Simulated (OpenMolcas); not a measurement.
## Ga⁺: CASPT2 settings compared

```json
{
 "Program": "OpenMolcas 26.06",
 "Basis": "ANO-RCC-VDZ [5s4p1d]",
 "Scalar Hamiltonian": "DKH3, point nucleus",
 "Active space": "2 electrons in 4 orbitals (4s 4p)",
 "State averaging": "2S+1 = 3 even, 3 roots; 2S+1 = 1 even, 1 root kept (CI in the orbitals of an earlier block); 2S+1 = 3 odd, 3 roots; 2S+1 = 1 odd, 3 roots kept (CI in the orbitals of an earlier block)",
 "Spin-orbit coupling": "RASSI with atomic mean-field integrals over the reference wave functions, term energies averaged over their components"
}
```

Methods on the same reference wave functions:
A. CASSCF
B. SS-CASPT2, IPEA 0.35 Eh, sigma1 regulariser 0.3 Eh (closed shells correlated: none)
C. SS-CASPT2, IPEA 0.1 Eh, sigma1 regulariser 0.5 Eh (closed shells correlated: 3d)
D. XMS-CASPT2, IPEA 0.4 Eh, real shift 0.2 Eh (closed shells correlated: 3d)

Energies in cm-1 above 4s2 1S0, the measured ground level; measured values from NIST Handbook of Basic Atomic Spectroscopic Data.

```tsv
Level	A	B	C	D	Measured
4s2 1S0	0.0	0.0	0.0	0.0	0.0
4s 4p 3P* 0	43122	44330	44940	44810	47368
4s 4p 3P* 1	43534	44740	45350	45220	47814
4s 4p 3P* 2	44392	45600	46210	46080	48750
4s 4p 1P* 1	76871	76320	76240	75940	70701
```

Deviations, from unrounded energies. A percentage is the sum of absolute deviations over the sum of measured energies, with the sign that they share, or ± where signs differ.

```tsv
Against measurement	Levels	A	B	C	D
mean absolute deviation (cm-1)	4	4800	3700	3200	3300
other configurations (%)	4	±8.9	±6.9	±6.0	±6.1
```

C, D lie about equally close to measurement and A furthest from it. The largest miss of C in the table is 4s 4p 1P* 1, by +5500 cm-1. The ranking rests on the paired levels alone, and a cruder setting can come out closer through cancelling errors.

Among B to D the level of the table that moves most is 4s 4p 3P* 0, by 610 cm-1 (lowest in B, highest in C). Moves below CASPT2's spread within the term are not significant.

The lowest spin-free term lies below A's lowest term by 0.006 hartree in B, 0.014 hartree in C, 0.013 hartree in D.

CASPT2 does not keep the components of a term degenerate, so their means are used; among the terms shown or strongly mixed into the levels shown the widest spread is 14 cm-1 (4s 4p 1P*, D). Terms from blocks run as CI alone lack orbitals of their own. Without dynamic correlation excited terms often stand tens of per cent too high (terms of higher spin than the ground term too low), and those without a measured partner can miss by more than the paired ones (holds for A). Measured partners are found by configuration, term and J. A level has none where our copy of the source lacks it or the pairing is in doubt (some pairs that miss far off the trend of their configuration count as doubtful), and it then counts in no deviation. Levels of configurations outside the active space are missing. Levels that lie high or do not pair safely by name in every column are left out.

* marks odd parity.
